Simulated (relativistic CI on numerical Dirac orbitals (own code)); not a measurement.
**Hyperfine structure of Ta21+, mass number 181**

Method of calculation: Dirac-Coulomb-Breit CI, orbitals from a KLI potential per configuration, QED by a radiative potential, unscaled Slater integrals (own radial code, finite nucleus).

Configurations in the expansion (outside the closed core [Ar] 3d10 4p6 4d10): 4s²4f⁶, 4s²4f⁵5s, 4s²4f⁴5s², 4s²4f⁵6s, 4s4f⁷, 4f⁸. Levels of other configurations are missing.

Nuclear spin I = 7/2, μ = 2.365 μN, Q = 3.17 b (tables of Stone and Pyykkö). The electronic factors are computed for point nuclear moments, without core polarisation or the Bohr-Weisskopf and QED corrections.

```json
{"Level": "4s²4f⁶ ⁷F1", "E (eV)": "0.5198", "A (MHz)": "198.1", "B (MHz)": "3340"}
{"Level": "4s²4f⁶ ⁷F2", "E (eV)": "1.1378", "A (MHz)": "412.4", "B (MHz)": "3740"}
{"Level": "4s²4f⁶ ⁷F3", "E (eV)": "1.7481", "A (MHz)": "596.7", "B (MHz)": "2150"}
{"Level": "4s²4f⁶ ⁷F4", "E (eV)": "2.3190", "A (MHz)": "746.9", "B (MHz)": "-1160"}
{"Level": "4s²4f⁶ ⁷F5", "E (eV)": "2.8313", "A (MHz)": "876.9", "B (MHz)": "-6000"}
{"Level": "4s²4f⁶ ⁷F6", "E (eV)": "3.2508", "A (MHz)": "1005", "B (MHz)": "-12000"}
{"Level": "4s²4f⁶ ⁵D1", "E (eV)": "5.7768", "A (MHz)": "592.3", "B (MHz)": "1110"}
{"Level": "4s²4f⁶ ⁵L6", "E (eV)": "6.9965", "A (MHz)": "1802", "B (MHz)": "675"}
```

Levels with J = 0, under 50 % of one LS term, or S terms without an open s electron are left out. Small factors come from cancelling terms and can be off by tens of per cent or more.

At this charge energies of transitions that change n are usually good to better than 1 %, and those within a shell (Δn = 0) to a few per cent. Terms inside the open d or f shell come out 10 to 20 % too wide with unscaled integrals.

Problem. Give the hyperfine levels of 4s²4f⁶ ⁷F4 relative to its centre of gravity.

Solution. With K = F(F + 1) − I(I + 1) − J(J + 1), E = AK/2 + B[¾K(K + 1) − I(I + 1)J(J + 1)]/[2I(2I − 1)J(2J − 1)]: F = 1/2: -13640, F = 3/2: -12370, F = 5/2: -10290, F = 7/2: -7439, F = 9/2: -3879, F = 11/2: 310, F = 13/2: 5030, F = 15/2: 10170 MHz.

LS names give the leading component of a level, which can be under half, so a name can repeat, a term be missing and a line seem to break the LS rules.
